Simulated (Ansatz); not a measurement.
Geometry optimisation, RKS PBE0-D4/def2-SVP (Ansatz).

input.yaml

```yaml
crystal:
  periodic: [false, false, false]
  atoms:
    - { symbol: F, position_ang: [-1.0562, -2.0773, 0.2142] }
    - { symbol: Al, position_ang: [-0.2437, -0.4699, 0.4138] }
    - { symbol: S, position_ang: [1.9932, -0.4183, 0.4439] }
    - { symbol: S, position_ang: [-1.3424, 1.4709, 0.613] }
    - { symbol: H, position_ang: [2.0994, -0.2534, -0.9546] }
    - { symbol: H, position_ang: [-1.4082, 1.684, -0.7765] }
basis:
  gaussian: { orbitals: def2-SVP }
hamiltonian:
  xc: pbe0
  dispersion: d4
relax:
  f_tol: 0.02
  max_steps: 50
output:
  orbitals: {}
```

Launched with:

```bash
$ ansatz run input.yaml --threads 1 --pin off --max-ram 2048MiB --backend cpu --events-out ev --progress --plain --runs-dir out
```

**Question.** Where does it end, and by what steps?

**Answer.** The forces met the threshold. After 12 steps the energy has fallen by 0.862 eV; H6 moved furthest, 1.37 Å.

```tsv
step	energy less start (eV)	largest force component (eV/Å)	accepted
0	0.0000	2.962	yes
1	-0.3301	1.642	yes
2	-0.4303	0.538	yes
3	-0.4493	0.294	yes
4	-0.4703	0.935	yes
5	-0.5194	1.173	yes
6	-0.6524	0.507	yes
7	-0.7401	0.307	yes
8	-0.8093	0.224	yes
9	-0.8515	0.133	yes
10	-0.8613	0.035	yes
11	-0.8616	0.073	yes
12	-0.8619	0.003	yes
```

```xyz
6
Properties=species:S:1:pos:R:3
F -0.781 -1.393 -0.638
Al -0.015 -0.049 -0.026
S 2.130 -0.095 0.281
S -1.180 1.715 0.449
H 2.223 -1.365 -0.176
H -2.335 1.123 0.065
```

Whether the end is a true minimum wasn't checked by a vibrational analysis.

The run took 41 s on 1 thread of Arm Neoverse V1 (shared host), peak memory 0.15 GiB.
